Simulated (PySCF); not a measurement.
C4H12Sn (SMILES [CH3][Sn]([CH3])([CH3])[CH3]), singlet, geometry from GFN2-xTB (such geometries of metal compounds can be far from the true shape) (all electrons, no relativity), with bond 11-3 at 1.6 times its length; PBE/STO-3G in PySCF.

Here is a job for PySCF.
```python
from pyscf import gto, scf, dft

mol = gto.Mole()
mol.atom = '''
    C    -0.327347   -1.518834   -1.549445
    Sn   -0.000000   -0.000000    0.000000
    C    -0.053430    1.996137   -0.909602
    C    -1.575570   -0.153808    1.519446
    C     1.956347   -0.323495    0.939602
    H    -1.290480   -1.374051   -2.024837
    H    -0.304138   -2.512462   -1.117299
    H     0.442887   -1.457328   -2.309408
    H     0.106731    2.759911   -0.157550
    H    -1.014042    2.173271   -1.379105
    H     1.182977    2.146308   -2.116120
    H    -2.550192    0.003538    1.072300
    H    -1.563850   -1.134872    1.979838
    H    -1.429419    0.590178    2.293855
    H     2.000575   -1.306120    1.394658
    H     2.747599   -0.250987    0.202548
    H     2.135005    0.418930    1.708675
'''
mol.basis = 'sto-3g'
mol.charge = 0
mol.spin = 0
mol.verbose = 4
mol.build()

mf = dft.RKS(mol)
mf.xc = 'pbe'
mf.conv_tol = 1e-4
mf.kernel()
```

The log (banner, timings and long lists left out):

```
PySCF version 2.14.0

[INPUT] verbose = 4
[INPUT] num. atoms = 17
[INPUT] num. electrons = 86
[INPUT] charge = 0
[INPUT] spin (= nelec alpha-beta = 2S) = 0
[INPUT] symmetry False subgroup None
[INPUT] Mole.unit = angstrom
[INPUT] Symbol           X                Y                Z      unit          X                Y                Z       unit  Magmom
[INPUT]  1 C     -0.327347000000  -1.518834000000  -1.549445000000 AA   -0.618596177698  -2.870180288678  -2.928026695077 Bohr   0.0
[INPUT]  2 Sn     0.000000000000   0.000000000000   0.000000000000 AA    0.000000000000   0.000000000000   0.000000000000 Bohr   0.0
[INPUT]  3 C     -0.053430000000   1.996137000000  -0.909602000000 AA   -0.100968066836   3.772152237111  -1.718898662357 Bohr   0.0
[INPUT]  4 C     -1.575570000000  -0.153808000000   1.519446000000 AA   -2.977395790081  -0.290654995767   2.871336801066 Bohr   0.0
[INPUT]  5 C      1.956347000000  -0.323495000000   0.939602000000 AA    3.696960034614  -0.611316952666   1.775590446094 Bohr   0.0
[INPUT]  6 H     -1.290480000000  -1.374051000000  -2.024837000000 AA   -2.438653769229  -2.596580071185  -3.826387376886 Bohr   0.0
[INPUT]  7 H     -0.304138000000  -2.512462000000  -1.117299000000 AA   -0.574737524073  -4.747865078377  -2.111389109250 Bohr   0.0
[INPUT]  8 H      0.442887000000  -1.457328000000  -2.309408000000 AA    0.836935134130  -2.753950793660  -4.364148629880 Bohr   0.0
[INPUT]  9 H      0.106731000000   2.759911000000  -0.157550000000 AA    0.201692359001   5.215475918174  -0.297726350925 Bohr   0.0
[INPUT] 10 H     -1.014042000000   2.173271000000  -1.379105000000 AA   -1.916261658806   4.106886984460  -2.606130747018 Bohr   0.0
[INPUT] 11 H      1.182977000000   2.146308000000  -2.116120000000 AA    2.235502541660   4.055934298963  -3.998887246715 Bohr   0.0
[INPUT] 12 H     -2.550192000000   0.003538000000   1.072300000000 AA   -4.819164445057   0.006685851029   2.026353323371 Bohr   0.0
[INPUT] 13 H     -1.563850000000  -1.134872000000   1.979838000000 AA   -2.955248199901  -2.144597266437   3.741351591007 Bohr   0.0
[INPUT] 14 H     -1.429419000000   0.590178000000   2.293855000000 AA   -2.701210427250   1.115274784744   4.334757719464 Bohr   0.0
[INPUT] 15 H      2.000575000000  -1.306120000000   1.394658000000 AA    3.780538841652  -2.468209085817   2.635521657434 Bohr   0.0
[INPUT] 16 H      2.747599000000  -0.250987000000   0.202548000000 AA    5.192209610129  -0.474296690826   0.382760247078 Bohr   0.0
[INPUT] 17 H      2.135005000000   0.418930000000   1.708675000000 AA    4.034574724577   0.791662965364   3.228927785891 Bohr   0.0

nuclear repulsion = 507.243854528293
number of shells = 35
number of NR pGTOs = 177
number of NR cGTOs = 59
basis = sto-3g
ecp = {}

******** <class 'pyscf.dft.rks.RKS'> ********
method = RKS
initial guess = minao
damping factor = 0
level_shift factor = 0
DIIS = <class 'pyscf.scf.diis.CDIIS'>
diis_start_cycle = 1
diis_space = 8
diis_damp = 0
SCF conv_tol = 0.0001
SCF conv_tol_grad = None
SCF max_cycles = 50
direct_scf = True
direct_scf_tol = 1e-13
XC library pyscf.dft.libxc version 7.1.2
    S. Lehtola, C. Steigemann, M. J. T. Oliveira, and M. A. L. Marques,  SoftwareX 7, 1–5 (2018)
XC functionals = pbe
    J. P. Perdew, K. Burke, and M. Ernzerhof,  Phys. Rev. Lett. 77, 3865 (1996)
    J. P. Perdew, K. Burke, and M. Ernzerhof,  Phys. Rev. Lett. 78, 1396 (1997)
    J. P. Perdew, K. Burke, and M. Ernzerhof,  Phys. Rev. Lett. 77, 3865 (1996)
    J. P. Perdew, K. Burke, and M. Ernzerhof,  Phys. Rev. Lett. 78, 1396 (1997)
radial grids:
    Treutler-Ahlrichs [JCP 102, 346 (1995); DOI:10.1063/1.469408] (M4) radial grids

becke partition: Becke, JCP 88, 2547 (1988); DOI:10.1063/1.454033
pruning grids: <function nwchem_prune>
grids dens level: 3
symmetrized grids: False
atomic radii adjust function: <function treutler_atomic_radii_adjust>
small_rho_cutoff = 0
Set gradient conv threshold to 0.01
Initial guess from minao.
tot grids = 196128
init E= -6105.6036050473
  HOMO = -0.473180687984494  LUMO = -0.23727152024217  gap/eV = 6.41942
cycle= 1 E= -6121.93308262096  delta_E= -16.3  |g|= 0.767  |ddm|=  4.7
  HOMO = -0.0258761505828126  LUMO = 0.141655478515061  gap/eV = 4.55877
cycle= 2 E= -6121.8375914626  delta_E= 0.0955  |g|= 0.835  |ddm|= 2.58
  HOMO = -0.149367613155357  LUMO = 0.0821795129696181  gap/eV = 6.30072
cycle= 3 E= -6122.10759384203  delta_E= -0.27  |g|= 0.424  |ddm|= 1.82
  HOMO = -0.156213039902546  LUMO = 0.0837844103108965  gap/eV = 6.53066
cycle= 4 E= -6122.18033134511  delta_E= -0.0727  |g|= 0.0705  |ddm|= 0.546
  HOMO = -0.159192317473586  LUMO = 0.0738013576455528  gap/eV = 6.34008
cycle= 5 E= -6122.1820408873  delta_E= -0.00171  |g|= 0.0325  |ddm|= 0.115
  HOMO = -0.15842239330015  LUMO = 0.0733166257045376  gap/eV = 6.30594
cycle= 6 E= -6122.18243684297  delta_E= -0.000396  |g|= 0.00376  |ddm|= 0.0496
  HOMO = -0.157945211790234  LUMO = 0.0744738607176014  gap/eV = 6.32445
cycle= 7 E= -6122.18244048205  delta_E= -3.64e-06  |g|= 0.00273  |ddm|= 0.0101
  HOMO = -0.157810435783729  LUMO = 0.0743911754060375  gap/eV = 6.31853
Extra cycle  E= -6122.18242189477  delta_E= 1.86e-05  |g|= 0.00731  |ddm|= 0.0143
converged SCF energy = -6122.18242189477
```
